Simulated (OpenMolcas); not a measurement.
**4d⁴ along the 40-electron sequence**

```yaml
Program: OpenMolcas
Method: MS-CASPT2, IPEA 0.25 Eh, imaginary shift 0.1 Eh
Basis: ANO-R3
Scalar_Hamiltonian: X2C, finite nucleus
Spin-orbit_coupling: state interaction with AMFI integrals over the reference wave functions, term energies averaged over their components
```

Active space for each ion: 4 electrons in 5 orbitals (4d); closed shells correlated by CASPT2: 4s 4p.

Computed levels in cm-1 above ⁵D₀:

```tsv
Level	Nb+	Mo2+	Tc3+	Ru4+	Rh5+	Pd6+	Ag7+
⁵D₁	158	236	346	486	669	894	1210
⁵D₂	439	653	941	1295	1738	2260	2960
⁵D₃	807	1197	1700	2300	3030	3870	4940
⁵D₄	1237	1832	2570	3430	4450	5600	7020
³P₀(1)	7900	11710	14280	16420	18280	20040	21600
³P₁(1)	8670	12930	16060	18830	21430	24000	26530
³P₂(1)	9920	14760	18570	22070	25440	28800	32180
³H₄	9980	13080	15500	17730	19810	21870	23770
³H₅	10340	13630	16320	18890	21400	23950	26490
weight of ⁵D in the lowest level (%)	98	98	98	97	96	94	93
```

Mixed levels, with the weight of the term that names them: Pd6+ ³H₄ (73 %), Ag7+ ³H₄ (70 %).

Measured, with the error of the calculation in %. Measured levels: Nb+ from NIST Handbook of Basic Atomic Spectroscopic Data; Mo2+ from Sugar and Musgrove, J. Phys. Chem. Ref. Data 17, 155 (1988); Ag7+ from Atoms 5, 11 (2017), spectra Ag VII to Ag IX.

```json
{"Level": "⁵D₁", "Nb+": "159 (-0.6)", "Mo2+": "242 (-2.6)", "Ag7+": "1340 (-9.7)"}
{"Level": "⁵D₂", "Nb+": "438 (+0.2)", "Mo2+": "668 (-2.3)", "Ag7+": "3212 (-7.7)"}
{"Level": "⁵D₃", "Nb+": "801 (+0.8)", "Mo2+": "1224 (-2.2)", "Ag7+": "5292 (-6.7)"}
{"Level": "⁵D₄", "Nb+": "1225 (+1.0)", "Mo2+": "1872 (-2.2)", "Ag7+": "7443 (-5.7)"}
{"Level": "³P₀(1)", "Nb+": "5562 (+42.0)", "Mo2+": "11149 (+5.0)", "Ag7+": "21309 (+1.4)"}
{"Level": "³P₁(1)", "Nb+": "6192 (+40.1)", "Mo2+": "12510 (+3.3)", "Ag7+": "26526 (0)"}
{"Level": "³P₂(1)", "Nb+": "7261 (+36.6)", "Mo2+": "14358 (+2.8)", "Ag7+": "32134 (+0.1)"}
{"Level": "³H₄", "Nb+": "", "Mo2+": "12680 (+3.2)", "Ag7+": "23302 (+2.0)"}
{"Level": "³H₅", "Nb+": "", "Mo2+": "13276 (+2.6)", "Ag7+": "26250 (+0.9)"}
```

The fine-structure level ⁵D₄ changes by a factor of 5.68 from Nb+ to Ag7+. Its fourth root runs 5.93, 6.54, 7.12, 7.65, 8.17, 8.65, 9.15, with steps per unit of Z of 0.61, 0.58, 0.53, 0.51, 0.48, 0.50; equal steps would mean a (Z - σ)^4 law with constant σ.

³P₀(1) changes by a factor of 2.73 over the same range, with steps per unit of Z of +3810, +2570, +2140, +1860, +1760, +1560 cm-1.

CASPT2 does not keep the components of a term degenerate, so their means are used; among the terms shown or strongly mixed into the levels shown the widest spread is 440 cm-1 (4d⁴ ³H, Nb+). Some high roots are left out of the spin-orbit mixing, which shifts the levels that they would mix with (holds for Nb+). Configurations with an s electron lie low at this charge and mix in, so terms can be misplaced (holds for Nb+). Some terms miss by over 15 % even with CASPT2, which points to a basis or an active space too small for the shells correlated (holds for Nb+). Levels of configurations with an s electron are missing; early in the row they begin among the upper levels of the d shell and mix with terms of their name (holds for Mo2+). The CASPT2 spread within a term exceeds the gap to the next term for 4d⁴ ³P(1) and 4d⁴ ³H, so the order of their levels is uncertain (holds for Mo2+). Measured partners are found by configuration, term and J. A level has none where our copy of the source lacks it or the pairing is in doubt (some pairs that miss far off the trend of their configuration count as doubtful), and it then counts in no deviation. Levels of configurations outside the active space are missing.

A number in round brackets counts repeated terms of one configuration in the order of the reference energies.
